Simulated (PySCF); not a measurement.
Computed IR spectrum (relative IR intensity) of a molecule C₄H₁₀O. The structure is a stationary point at B3LYP-D3(BJ)/def2-SVP. One conformer was computed; it need not be the lowest. All values below come from B3LYP-D3(BJ)/def2-SVP (PySCF 2.14.0). Harmonic, unscaled wavenumbers; measured fundamentals usually lie a few per cent lower.

```tsv
ν (cm⁻¹)	relative intensity
115	3.7
284	100
445	10
911	10
1070	17
1093	55
1125	14
1185	2.0
1240	43
1304	19
1388	3.1
1462	6.7
1471	5.4
1486	3.3
1512	4.1
2947	56
2977	55
3012	23
3023	15
3029	42
3045	5.9
3077	34
3102	44
3108	28
3831	24
```

Question: Which structure fits?
A) CCCCO
B) CC(C)(C)O
C) CCCOC
D) CC[C@H](C)O

Answer: A, CCCCO
